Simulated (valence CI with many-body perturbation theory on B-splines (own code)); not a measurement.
# Si⁺: what the settings do

Level of theory: valence CI with perturbative core correlation (CI+MBPT): three valence electrons over a frozen Dirac-Fock core [Ne], a basis of 6 s, 6 p, 5 d, 3 f, 1 g functions for each j, with the one-electron correlation potential Σ1, the two-electron term Σ2, the three-electron term Σ3, Breit, model QED; selected CI, second order for the rest, scaled by the run's own slope (own B-spline code, finite nucleus).

Against 21 measured levels this calculation errs by 105 cm⁻¹ on average and by 191 at most.

The reference run has the lowest level 3s2 3p 2P°_1/2 and an ionisation energy of 16.3369 eV. Its largest variational space holds 5286 state functions.

Names give the largest LS component (configuration and term), which can be under half, so a name can repeat, a term be missing and a line seem to break the LS rules; names also repeat where a configuration has a term twice.

Reference levels: 3s2 3p 2P°_3/2 287, 3s 3p2 4P_1/2 42638, 3s 3p2 4P_3/2 42747, 3s 3p2 4P_5/2 42922, 3s 3p2 2D_3/2 55263, 3s 3p2 2D_5/2 55280, 3s2 4s 2S_1/2 65503, 3s 3p2 2S_1/2 76819, 3s2 3d 2D_3/2 79489, 3s2 3d 2D_5/2 79505, 3s2 4p 2P°_1/2 81168, 3s2 4p 2P°_3/2 81228 cm⁻¹.

(1) Rank these changes by the mean size of the shift of these levels, smallest first.
A. natural orbitals for correlation on → off
B. Davidson tolerance 2e-05 → 0.03
C. selection threshold (hartree) 2e-08 → 1e-06; factor on the speed of light 1 → 10; QED terms on → off
D. box radius (bohr) 28.009 → 20.1; cutoff of virtual states (hartree) 392 → 60

Answers

(1) B (13 cm⁻¹), D (27 cm⁻¹), C (360 cm⁻¹), A (1000 cm⁻¹).
